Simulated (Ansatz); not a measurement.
## Ligand exchange: Cd(CH3)F + CuNH2 → Cd(CH3)(NH2) + CuF

Species: Cd(CH3)F, singlet; CuNH2 `[NH2][Cu]`, singlet; Cd(CH3)(NH2), singlet; CuF (fluorocopper), singlet. The partners trade F for NH2: Cd–F and Cu–NH2 bonds give way to Cd–NH2 and Cu–F.

Shapes, held fixed at every level: PBE0-D4/def2-TZVP. Programs: Ansatz 0.2.0. Electronic energies: no zero-point or thermal term.

```
                level                    kind  ΔE (kJ/mol)  CPU time (sum over the molecules)
          HF/def2-SVP            Hartree–Fock        -11.9                                  –
        HF/def2-TZVPP            Hartree–Fock        -15.3                                  –
     SPW92/def2-TZVPP                     LDA        +37.6                              7.7 s
 r2SCAN-D4/def2-TZVPP                meta-GGA        +33.2                               23 s
  BHLYP-D4/def2-TZVPP           global hybrid         +8.3                               14 s
   PBE0-D4/def2-TZVPP           global hybrid        +21.3                               13 s
r2SCAN0-D4/def2-TZVPP           global hybrid        +19.2                               22 s
   wB97M-V/def2-TZVPP  range-separated hybrid        +14.1                               56 s
```

wB97M-V/def2-TZVPP gives ΔE = +14.1 kJ/mol; the levels span -15.3 to +37.6. They disagree on the sign: 6 of 8 are positive. The median of the levels is +16.7. No measured value is set beside it here. For atoms past krypton def2 sets carry core potentials with scalar relativity. Times are processor times on shared x86 and Arm servers, and rough.
